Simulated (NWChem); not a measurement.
All runs are NWChem calculations. System: CNO, charge 0, spin multiplicity 2, at a geometry optimised with UPBE0/def2-SVP. The structure started from a generated list of species. Its SCF solution wasn't tested for a lower state. Level: UMP2/def2-SVP, 3 core orbitals frozen.

Job file:

```
start mol
memory heap 200 mb stack 900 mb global 1100 mb
geometry units angstroms nocenter noautoz
  N      0.000000     0.000000     1.264562
  C      0.000000     0.000000     0.039075
  O      0.000000     0.000000    -1.135798
  symmetry group C2v
end
basis spherical
  * library def2-svp
end
scf
  uhf
  nopen 1
  maxiter 100
  thresh 1e-7
  semidirect memsize 60000000 filesize 0
  # guess.movecs holds the orbitals of an unrestricted PBE0 run
  vectors input guess.movecs output mol.movecs
end
mp2
  freeze core 3
end
task mp2 energy
```

NWChem printed:

```
             Northwest Computational Chemistry Package (NWChem) 7.3.0
             --------------------------------------------------------

                                NWChem Input Module
                                -------------------

 Scaling coordinates for geometry "geometry" by  1.889725989
 (inverse scale =  0.529177249)

 Turning off AUTOSYM since
 SYMMETRY directive was detected!

                             Geometry "geometry" -> ""
                             -------------------------

 Output coordinates in angstroms (scale by  1.889725989 to convert to a.u.)

  No.       Tag          Charge          X              Y              Z
 ---- ---------------- ---------- -------------- -------------- --------------
    1 N                    7.0000     0.00000000     0.00000000     1.26456200
    2 C                    6.0000     0.00000000     0.00000000     0.03907500
    3 O                    8.0000     0.00000000     0.00000000    -1.13579800

 Effective nuclear repulsion energy (a.u.)      52.1014176307

            Nuclear Dipole moment (a.u.)
            ----------------------------
        X                 Y               Z
 ---------------- ---------------- ----------------
     0.0000000000     0.0000000000    -0.0000000000

      Symmetry information
      --------------------

 Group name             C2v
 Group number             16
 Group order               4
 No. of unique centers     3

      Symmetry unique atoms

     1    2    3


 Summary of "ao basis" -> "" (spherical)
 ------------------------------------------------------------------------------
       Tag                 Description            Shells   Functions and Types
 ---------------- ------------------------------  ------  ---------------------
 *                          def2-svp                  on all atoms

 Summary of "ao basis" -> "ao basis" (spherical)
 ------------------------------------------------------------------------------
       Tag                 Description            Shells   Functions and Types
 ---------------- ------------------------------  ------  ---------------------
 N                          def2-svp                 6       14   3s2p1d
 C                          def2-svp                 6       14   3s2p1d
 O                          def2-svp                 6       14   3s2p1d

                                 NWChem SCF Module
                                 -----------------

  ao basis        = "ao basis"
  functions       =    42
  atoms           =     3
  alpha electrons =    11
  beta  electrons =    10
  charge          =   0.00
  wavefunction    = UHF
  use symmetry    = T
  symmetry adapt  = T

 Summary of "ao basis" -> "ao basis" (spherical)
 ------------------------------------------------------------------------------
       Tag                 Description            Shells   Functions and Types
 ---------------- ------------------------------  ------  ---------------------
 N                          def2-svp                 6       14   3s2p1d
 C                          def2-svp                 6       14   3s2p1d
 O                          def2-svp                 6       14   3s2p1d

      Symmetry analysis of basis
      --------------------------

        a1         21
        a2          3
        b1          9
        b2          9

 Forming initial guess at       0.0s

   Symmetry analysis of molecular orbitals - initial alpha
   -------------------------------------------------------
[...]
    3 O    8     8.17   1.99  1.11  0.67  2.76  1.61  0.03

  Mulliken analysis of the alpha density
  --------------------------------------

    Atom       Charge   Shell Charges
 -----------   ------   -------------------------------------------------------
    1 N    7     4.07   1.00  0.56  0.35  1.34  0.81  0.02
    2 C    6     2.60   1.00  0.44  0.02  0.83  0.24  0.07
    3 O    8     4.33   1.00  0.57  0.33  1.56  0.87  0.01

   Mulliken analysis of the beta density
   -------------------------------------

    Atom       Charge   Shell Charges
 -----------   ------   -------------------------------------------------------
    1 N    7     3.13   1.00  0.52  0.32  0.79  0.48  0.02
    2 C    6     3.03   1.00  0.49  0.04  1.07  0.38  0.05
    3 O    8     3.84   1.00  0.54  0.34  1.21  0.75  0.01

   Mulliken analysis of the spin density
   -------------------------------------

    Atom       Charge   Shell Charges
 -----------   ------   -------------------------------------------------------
    1 N    7     0.94  -0.00  0.04  0.02  0.55  0.33  0.00
    2 C    6    -0.43  -0.00 -0.04 -0.03 -0.24 -0.15  0.02
    3 O    8     0.49  -0.00  0.03 -0.01  0.35  0.12 -0.00

       Multipole analysis of the density wrt the origin
       ------------------------------------------------

     L   x y z        total         alpha         beta         nuclear
     -   - - -        -----         -----         ----         -------
     0   0 0 0     -0.000000    -11.000000    -10.000000     21.000000

     1   1 0 0      0.000000     -0.000000      0.000000      0.000000
     1   0 1 0      0.000000     -0.000000      0.000000      0.000000
     1   0 0 1     -0.327454     -0.699829      0.372376     -0.000000

     2   2 0 0    -10.855117     -5.968950     -4.886167      0.000000
     2   1 1 0      0.000000      0.000000     -0.000000      0.000000
     2   1 0 1      0.000000      0.000000      0.000000      0.000000
     2   0 2 0    -11.804640     -5.999786     -5.804854      0.000000
     2   0 1 1      0.000000      0.000000     -0.000000      0.000000
     2   0 0 2    -15.724498    -49.805678    -42.779828     76.861007

                   NWChem MP2 Semi-direct Energy/Gradient Module
                   ---------------------------------------------

  Basis functions       =     42
  Molecular orbitals    =     42
  Frozen core           =      3
  Frozen virtuals       =      0
  Active alpha occupied =      8
  Active beta occupied  =      7
  Active alpha virtual  =     31
  Active beta virtual   =     32
  Use MO symmetry       = T
  Use skeleton AO sym   = T

  AO/Fock/Back tols     =   1.0D-09  1.0D-09  1.0D-09

 GA uses MA = F    GA memory limited = T

 Available:
  local mem=  1.26D+08
 global mem=  1.44D+08
 local disk=  0.00D+00
  mp2_memr nvloc                    31
  nvloc new                    31
   1 passes of   8:        3145728                       9922                    763643.
   1 passes of   8: M    126154969           G      144175672           F     123009241.

 Semi-direct pass number   1 of   1  for UHF alpha       at        0.3s
  vrange nnbf                   902
  mp2_eaftype                    10  avail_ma_in_mb                  1099
 EAF : mp2_eaftype filesize          10     381822.
  mp2_eaf for mointskh                     10
Node 0 wrote      1.8 Mb in      0.0 s     Agg I/O rate:  2382.6 Mb/s
 Done moints_semi at        0.4s
  mp2_eaftype                    10  avail_ma_in_mb                  1089
 EAF : mp2_eaftype filesize          10     381822.
  mp2_eaf for kh                    10
 Done maket at        0.4s
 Done multipass loop at        0.4s

 GA uses MA = F    GA memory limited = T

 Available:
  local mem=  1.26D+08
 global mem=  1.44D+08
 local disk=  0.00D+00
  mp2_memr nvloc                    32
  nvloc new                    32
   1 passes of   7:        3145728                       9310                    690040.
   1 passes of   7: M    126154969           G      144175672           F     123009241.

 Semi-direct pass number   1 of   1  for UHF beta        at        0.4s
  vrange nnbf                   902
  mp2_eaftype                    10  avail_ma_in_mb                  1099
 EAF : mp2_eaftype filesize          10     345020.
  mp2_eaf for mointskh                     10
Node 0 wrote      1.6 Mb in      0.0 s     Agg I/O rate:  2465.4 Mb/s
 Done moints_semi at        0.5s
  mp2_eaftype                    10  avail_ma_in_mb                  1089
 EAF : mp2_eaftype filesize          10     345020.
  mp2_eaf for kh                    10
 Done maket at        0.5s
 Done multipass loop at        0.5s

          -------------------------------------------
          SCF energy                -166.991956934787
          Correlation energy          -0.416600925695
          Singlet pairs                0.000000000000
          Triplet pairs                0.000000000000
          Total MP2 energy          -167.408557860482
          -------------------------------------------

          ---------------------------------------------------
                    Spin Component Scaled (SCS) MP2
          Same spin pairs                     -0.114897923424
          Same spin scaling factor             0.333333333333
          Opposite spin pairs                 -0.301703002272
          Opposite spin scaling fact.          1.200000000000
          SCS-MP2 correlation energy          -0.400342910534
          Total SCS-MP2 energy              -167.392299845321
          ---------------------------------------------------

 -----------------------
 Performance information
 -----------------------

 Timer overhead =  2.11D-07 seconds/call

               Nr. of calls         CPU time (s)                 Wall time (s)                GFlops
             ---------------    -------------------     ------------------------------   -------------------
Name         Min   Avg   Max    Min     Avg     Max     Min     Avg     Max   Mx/calls   Min     Max     Sum
mp2: moin     2     2     2   0.22    0.22    0.22     0.22    0.22    0.22    0.11      0.0     0.0     0.0
mp2: make     2     2     2   2.49E-2 2.49E-2 2.49E-2  2.49E-2 2.49E-2 2.49E-2 1.24E-2   0.0     0.0     0.0
mp2: tota     1     1     1   0.27    0.27    0.27     0.27    0.27    0.27    0.27      0.0     0.0     0.0

 The average no. of pstat calls per process was 5.00D+00
 with a timing overhead of 1.05D-06s

 Task  times  cpu:        0.5s     wall:        0.5s

 Total times  cpu:        0.5s     wall:        0.5s
```
